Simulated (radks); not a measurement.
The numbers below are computed, except where a source is named.
Tm I, 69 electrons, occupied as [Xe] 4f13 6s2.

Level of theory: Dirac Kohn-Sham, BLYP, spin-unpolarised, spherical densities, finite nucleus; open shells are shared between the two j in proportion to 2j + 1; Fermi nuclear charge, rms radius 5.2256 fm (a radial shooting solver on a logarithmic mesh with Libxc functionals).

Energy parts (eV):
part                      energy
total                 -369573.42
kinetic                409143.13
electron-nucleus      -915982.77
Hartree                145096.29
exchange-correlation    -7830.06

Orbitals (lengths in bohr, moments of r in powers of bohr; <r^-3> diverges for s and p1/2):
orbital     occ.  eigenvalue (eV)  <r^-3>      <r>       <r^4>
1s1/2          2        -59209.30       -  0.02001   8.081e-07
2s1/2          2        -9984.040       -  0.08430   0.0001243
2p1/2          2        -9518.107       -  0.07007  0.00007586
2p3/2          4        -8537.610   12820  0.07746   0.0001046
3s1/2          2        -2243.447       -   0.2205    0.004695
3p1/2          2        -2038.065       -   0.2103    0.004200
3p3/2          4        -1831.049    2814   0.2241    0.005335
3d3/2          4        -1480.013   480.4   0.1973    0.003726
3d5/2          6        -1434.764   418.1   0.2016    0.004011
4s1/2          2        -441.5742       -   0.4978      0.1143
4p1/2          2        -358.9456       -   0.5061      0.1278
4p3/2          4        -312.1741   635.8   0.5381      0.1632
4d3/2          4        -176.1147   93.15   0.5651      0.2257
4d5/2          6        -167.6067   79.55   0.5765      0.2445
4f5/2    5.57143          -3.5513   11.75   0.7995       3.356
4f7/2    7.42857          -2.3556   11.14   0.8252       4.561
5s1/2          2         -53.0438       -    1.231       4.419
5p1/2          2         -30.7737       -    1.395       7.919
5p3/2          4         -25.0627   75.46    1.514       11.16
6s1/2          2          -3.7663       -    3.952       527.9

The highest occupied level is 4f7/2 at -2.356 eV. For comparison, the ionisation energy in NIST's Atomic Spectra Database is 6.184 eV (measured). In exact Kohn-Sham theory the highest level is minus the ionisation energy, but local and semilocal functionals leave it too shallow, through self-interaction and a potential that decays too fast; potentials with the right tail come closer. The electron density at the nucleus is 9.5e+05 e/bohr^3.

Beside tabulated values, note that spin-unpolarised runs miss the spin-polarisation part of the exchange energy of open shells.
